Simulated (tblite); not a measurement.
Record of a relaxation.

Species: C₅H₁₀BrFSi.
SMILES with atom numbers: `[CH2:1]=[CH:2][C@@H:3]([CH2:4][F:5])[SiH2:6][CH2:7][Br:8]` (hydrogens: H9, H10 on C1; H11 on C2; H12 on C3; H13, H14 on C4; H15, H16 on Si6; H17, H18 on C7)

Computed with GFN2-xTB (tblite), gas phase: L-BFGS steps from a force-field or distance-geometry start until the largest atomic force falls under 0.01 eV/Å. 8 of its 88 geometries are shown.

Step 0: E = -715.7200 eV, largest atomic force 2.623 eV/Å
```
atom  x, y, z in Å  |  force x, y, z in eV/Å
C1      2.761    0.954   -0.111   -0.965  -0.662   0.171
C2      1.811    0.047    0.170    0.913   0.398   0.133
C3      0.420    0.046   -0.392   -0.051   0.337  -0.343
C4      0.163   -1.227   -1.206    0.241   0.077   0.382
F5      0.164   -2.313   -0.359   -0.058  -0.060  -0.129
Si6    -0.920    0.352    0.947    2.138   0.343   1.480
C7     -2.625    0.093    0.328   -1.680  -0.624  -0.352
Br8    -3.011    1.319   -1.130   -0.019   0.092  -0.152
H9      3.749    0.888    0.330   -0.279   0.069  -0.165
H10     2.554    1.788   -0.776    0.146  -0.201   0.187
H11     2.071   -0.777    0.853   -0.337   0.387  -0.426
H12     0.318    0.887   -1.095    0.204  -0.107  -0.044
H13    -0.806   -1.215   -1.705   -0.141   0.043  -0.038
H14     0.948   -1.393   -1.952    0.021  -0.036   0.080
H15    -0.669   -0.550    2.101   -0.182   0.080  -0.298
H16    -0.765    1.738    1.488   -0.101  -0.371  -0.351
H17    -3.381    0.292    1.100    0.207  -0.103  -0.252
H18    -2.789   -0.922   -0.063   -0.057   0.337   0.117
```

Step 12: E = -715.8898 eV, largest atomic force 0.096 eV/Å
```
atom  x, y, z in Å  |  force x, y, z in eV/Å
C1      2.736    0.953   -0.107    0.003   0.024   0.019
C2      1.804    0.059    0.163   -0.051  -0.064  -0.005
C3      0.422    0.075   -0.406   -0.036   0.008  -0.055
C4      0.163   -1.212   -1.185    0.003   0.002   0.020
F5      0.138   -2.299   -0.341   -0.050   0.015   0.009
Si6    -0.853    0.342    1.004    0.033  -0.010  -0.064
C7     -2.626    0.075    0.332    0.034  -0.061   0.066
Br8    -2.976    1.313   -1.131    0.024   0.029  -0.040
H9      3.720    0.896    0.323    0.002   0.013  -0.007
H10     2.547    1.785   -0.768    0.006  -0.006   0.025
H11     2.007   -0.777    0.818    0.045   0.026   0.010
H12     0.351    0.888   -1.133   -0.039   0.051   0.012
H13    -0.807   -1.187   -1.694    0.047  -0.009  -0.011
H14     0.960   -1.397   -1.915   -0.041  -0.029   0.023
H15    -0.674   -0.605    2.104    0.014  -0.016  -0.012
H16    -0.751    1.736    1.435    0.013   0.026   0.023
H17    -3.373    0.286    1.094    0.011  -0.032  -0.049
H18    -2.797   -0.924   -0.063   -0.018   0.032   0.035
```

Step 25: E = -715.9026 eV, largest atomic force 0.142 eV/Å
```
atom  x, y, z in Å  |  force x, y, z in eV/Å
C1      2.721    0.982   -0.098   -0.043  -0.028   0.029
C2      1.794    0.071    0.136    0.069   0.036  -0.011
C3      0.413    0.086   -0.433    0.066   0.025   0.026
C4      0.134   -1.212   -1.182   -0.015  -0.027   0.015
F5     -0.007   -2.250   -0.287   -0.040  -0.046   0.021
Si6    -0.829    0.330    1.007   -0.011   0.003   0.019
C7     -2.601    0.055    0.342    0.021   0.103  -0.095
Br8    -2.890    1.292   -1.150   -0.013  -0.051   0.050
H9      3.701    0.919    0.346   -0.036   0.022  -0.027
H10     2.538    1.829   -0.740    0.001  -0.022   0.019
H11     2.003   -0.769    0.783    0.030  -0.036  -0.001
H12     0.334    0.910   -1.145   -0.035   0.000  -0.071
H13    -0.799   -1.166   -1.752   -0.024   0.050  -0.009
H14     0.953   -1.489   -1.854    0.044   0.028   0.007
H15    -0.610   -0.649    2.072   -0.009   0.031  -0.001
H16    -0.717    1.722    1.458   -0.017  -0.066  -0.002
H17    -3.365    0.287    1.076    0.006  -0.006   0.013
H18    -2.781   -0.941   -0.052    0.005  -0.015   0.020
```

Step 37: E = -715.9105 eV, largest atomic force 0.045 eV/Å
```
atom  x, y, z in Å  |  force x, y, z in eV/Å
C1      2.713    1.009   -0.088   -0.018   0.022   0.009
C2      1.810    0.068    0.114    0.005  -0.009   0.019
C3      0.423    0.081   -0.441    0.024   0.007   0.021
C4      0.112   -1.220   -1.171    0.003   0.034  -0.012
F5     -0.163   -2.227   -0.270   -0.002  -0.006  -0.003
Si6    -0.809    0.326    1.010   -0.003  -0.020  -0.037
C7     -2.576    0.055    0.331    0.005   0.021   0.014
Br8    -2.873    1.263   -1.175   -0.004  -0.007   0.001
H9      3.694    0.963    0.354   -0.026  -0.003  -0.034
H10     2.502    1.869   -0.702    0.010   0.010   0.011
H11     2.041   -0.788    0.733    0.003  -0.015  -0.014
H12     0.328    0.893   -1.168    0.026  -0.002   0.035
H13    -0.775   -1.116   -1.803   -0.033  -0.015  -0.016
H14     0.953   -1.561   -1.781    0.026  -0.022   0.007
H15    -0.588   -0.663    2.064   -0.013   0.014   0.009
H16    -0.708    1.704    1.496    0.007  -0.016  -0.029
H17    -3.334    0.302    1.068   -0.017  -0.027  -0.008
H18    -2.759   -0.951   -0.041    0.006   0.035   0.028
```

Step 50: E = -715.9135 eV, largest atomic force 0.031 eV/Å
```
atom  x, y, z in Å  |  force x, y, z in eV/Å
C1      2.705    1.020   -0.081   -0.010  -0.002   0.007
C2      1.822    0.058    0.109   -0.002   0.010   0.003
C3      0.432    0.073   -0.436    0.000  -0.020  -0.012
C4      0.110   -1.221   -1.173   -0.006  -0.029  -0.009
F5     -0.219   -2.217   -0.275    0.005   0.001  -0.002
Si6    -0.806    0.322    1.008    0.006   0.010   0.005
C7     -2.576    0.059    0.335   -0.001   0.002  -0.008
Br8    -2.880    1.252   -1.181    0.007   0.001   0.000
H9      3.696    0.979    0.339   -0.002   0.000  -0.001
H10     2.469    1.893   -0.667    0.009   0.008   0.007
H11     2.074   -0.812    0.700   -0.006  -0.010  -0.010
H12     0.344    0.892   -1.155   -0.008   0.002   0.005
H13    -0.756   -1.102   -1.831    0.003   0.006   0.001
H14     0.961   -1.593   -1.754    0.006   0.010   0.006
H15    -0.603   -0.656    2.075    0.006   0.008   0.000
H16    -0.690    1.705    1.474   -0.001   0.012  -0.001
H17    -3.338    0.305    1.069    0.005   0.001   0.015
H18    -2.753   -0.949   -0.027   -0.011  -0.012  -0.006
```

Step 62: E = -715.9144 eV, largest atomic force 0.019 eV/Å
```
atom  x, y, z in Å  |  force x, y, z in eV/Å
C1      2.699    1.025   -0.070   -0.008   0.001   0.015
C2      1.821    0.055    0.101   -0.002  -0.014  -0.010
C3      0.429    0.068   -0.441    0.004  -0.004  -0.004
C4      0.110   -1.229   -1.177    0.003   0.010  -0.004
F5     -0.235   -2.222   -0.283    0.004   0.009   0.016
Si6    -0.803    0.326    1.006    0.001  -0.002  -0.012
C7     -2.575    0.058    0.340   -0.005   0.000   0.000
Br8    -2.873    1.250   -1.178   -0.007  -0.003   0.008
H9      3.691    0.976    0.346   -0.009   0.009  -0.004
H10     2.458    1.912   -0.634    0.007  -0.008   0.009
H11     2.080   -0.829    0.669   -0.001   0.004  -0.002
H12     0.335    0.889   -1.157    0.005  -0.016  -0.001
H13    -0.746   -1.106   -1.848   -0.007   0.001  -0.006
H14     0.969   -1.603   -1.743    0.003  -0.002  -0.012
H15    -0.592   -0.636    2.086    0.004  -0.007   0.005
H16    -0.687    1.715    1.454   -0.002   0.015   0.004
H17    -3.332    0.308    1.077    0.000   0.003  -0.007
H18    -2.760   -0.950   -0.021    0.008   0.005   0.006
```

Step 75: E = -715.9155 eV, largest atomic force 0.033 eV/Å
```
atom  x, y, z in Å  |  force x, y, z in eV/Å
C1      2.688    1.028   -0.040   -0.015  -0.004   0.007
C2      1.821    0.041    0.089    0.014   0.012  -0.014
C3      0.433    0.061   -0.460   -0.011  -0.006   0.006
C4      0.110   -1.238   -1.186   -0.012  -0.017  -0.006
F5     -0.226   -2.226   -0.281    0.003   0.015  -0.010
Si6    -0.794    0.341    0.990   -0.003   0.008   0.032
C7     -2.574    0.062    0.349    0.019   0.001  -0.001
Br8    -2.891    1.248   -1.169   -0.009  -0.008  -0.001
H9      3.677    0.983    0.381    0.001  -0.009   0.004
H10     2.437    1.929   -0.576    0.005   0.013   0.003
H11     2.083   -0.859    0.627    0.012   0.002   0.017
H12     0.346    0.877   -1.182    0.000   0.005  -0.005
H13    -0.751   -1.122   -1.852   -0.005  -0.001   0.009
H14     0.965   -1.615   -1.757   -0.010   0.004   0.006
H15    -0.568   -0.606    2.082   -0.002   0.008  -0.016
H16    -0.683    1.737    1.423    0.009  -0.022  -0.018
H17    -3.325    0.313    1.093    0.007   0.010   0.004
H18    -2.757   -0.948   -0.003   -0.004  -0.010  -0.016
```

Step 87: E = -715.9163 eV, largest atomic force 0.007 eV/Å
```
atom  x, y, z in Å  |  force x, y, z in eV/Å
C1      2.677    1.036   -0.011   -0.004   0.001   0.002
C2      1.822    0.035    0.077    0.007  -0.001  -0.002
C3      0.436    0.055   -0.476    0.005   0.002  -0.002
C4      0.102   -1.247   -1.192    0.000   0.004   0.000
F5     -0.232   -2.226   -0.278    0.003   0.000  -0.005
Si6    -0.783    0.350    0.977    0.001  -0.001  -0.004
C7     -2.567    0.064    0.353   -0.003  -0.003   0.002
Br8    -2.910    1.239   -1.168    0.004  -0.003   0.000
H9      3.663    0.985    0.417   -0.002   0.001   0.000
H10     2.422    1.952   -0.518    0.004   0.001  -0.001
H11     2.094   -0.876    0.594   -0.002  -0.003   0.000
H12     0.353    0.867   -1.202   -0.006   0.002  -0.001
H13    -0.764   -1.131   -1.851   -0.003   0.001   0.003
H14     0.950   -1.631   -1.767   -0.005  -0.005   0.002
H15    -0.547   -0.586    2.074   -0.005   0.000   0.005
H16    -0.663    1.751    1.388    0.001   0.003   0.002
H17    -3.308    0.318    1.105   -0.002   0.002  -0.001
H18    -2.753   -0.949    0.008    0.004  -0.001  -0.001
```

Q: Summarise the path.

A: The energy falls by 0.1963 eV from step 0 to step 87; nine tenths of that is first reached at step 20. It falls at every step. The largest force goes from 2.623 to 0.007 eV/Å. Among the bonds Si6–C7 changes most, from 1.832 to 1.911 Å; the atoms move by 0.191 Å rms after alignment.

Q: Follow the three bonds and two angles with the largest change from start to end.

A: 
| step | E above end (eV) | largest force (eV/Å) | Si6–C7 (Å) | Si6–H16 (Å) | Si6–H15 (Å) | H15–Si6–H16 (°) | Si6–C3–H12 (°) |
| --- | --- | --- | --- | --- | --- | --- | --- |
| 0 | 0.1963 | 2.623 | 1.832 | 1.496 | 1.486 | 105.3 | 105.0 |
| 4 | 0.0453 | 0.222 | 1.920 | 1.460 | 1.454 | 109.8 | 107.1 |
| 8 | 0.0317 | 0.090 | 1.916 | 1.468 | 1.466 | 111.8 | 109.3 |
| 11 | 0.0279 | 0.122 | 1.916 | 1.464 | 1.463 | 112.5 | 109.8 |
| 15 | 0.0236 | 0.080 | 1.910 | 1.464 | 1.463 | 113.1 | 110.0 |
| 19 | 0.0204 | 0.075 | 1.911 | 1.464 | 1.461 | 113.8 | 109.8 |
| 23 | 0.0164 | 0.076 | 1.913 | 1.467 | 1.464 | 113.9 | 109.9 |
| 26 | 0.0121 | 0.127 | 1.913 | 1.466 | 1.463 | 113.2 | 110.6 |
| 30 | 0.0092 | 0.065 | 1.912 | 1.463 | 1.462 | 112.5 | 110.7 |
| 34 | 0.0075 | 0.048 | 1.912 | 1.464 | 1.462 | 112.4 | 110.8 |
| 38 | 0.0053 | 0.046 | 1.912 | 1.465 | 1.463 | 112.8 | 110.5 |
| 42 | 0.0038 | 0.032 | 1.910 | 1.464 | 1.461 | 112.8 | 110.3 |
| 45 | 0.0033 | 0.037 | 1.912 | 1.464 | 1.462 | 112.9 | 110.2 |
| 49 | 0.0028 | 0.027 | 1.912 | 1.464 | 1.463 | 112.9 | 110.2 |
| 53 | 0.0025 | 0.022 | 1.913 | 1.464 | 1.462 | 112.9 | 110.0 |
| 57 | 0.0022 | 0.020 | 1.913 | 1.465 | 1.463 | 112.8 | 109.8 |
| 61 | 0.0019 | 0.020 | 1.912 | 1.464 | 1.461 | 112.8 | 109.8 |
| 64 | 0.0017 | 0.021 | 1.912 | 1.465 | 1.462 | 112.7 | 109.7 |
| 68 | 0.0015 | 0.014 | 1.911 | 1.464 | 1.462 | 112.8 | 109.8 |
| 72 | 0.0011 | 0.030 | 1.912 | 1.464 | 1.462 | 112.8 | 109.8 |
| 76 | 0.0006 | 0.031 | 1.912 | 1.465 | 1.462 | 112.6 | 109.9 |
| 79 | 0.0004 | 0.029 | 1.911 | 1.464 | 1.461 | 112.7 | 109.9 |
| 83 | 0.0001 | 0.012 | 1.912 | 1.465 | 1.462 | 112.8 | 110.0 |
| 87 | 0.0000 | 0.007 | 1.911 | 1.464 | 1.462 | 112.9 | 109.9 |

The cost below is that of the whole relaxation. Hardware: an Intel Xeon 6975P-C with one thread, no GPU, shared host with 192 logical CPUs at a one-minute load of 65. Cost: 0.59 s.
